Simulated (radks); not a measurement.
Pb XL, 43 electrons, occupied as [Kr] 4d7. All-electron calculation, scalar-relativistic Kohn-Sham, LDA (Slater exchange, VWN5 correlation), spin-polarised, spherical densities, finite nucleus; open shells are filled with parallel spins first (spin-orbit coupling, left out, can overturn this in heavy ions); Fermi nuclear charge, rms radius 5.5012 fm. Program: a radial shooting solver on a logarithmic mesh with Libxc functionals.

X-ray form factor f0, the Fourier transform of the density (f0(0) = 43):

sin(theta)/lambda (1/angstrom),f0 (electrons)
0.05,42.946
0.1,42.784
0.15,42.517
0.2,42.147
0.25,41.679
0.3,41.120
0.4,39.751
0.5,38.102
0.6,36.244
0.8,32.195
1,28.149
1.25,23.683
1.5,20.182
2,15.700
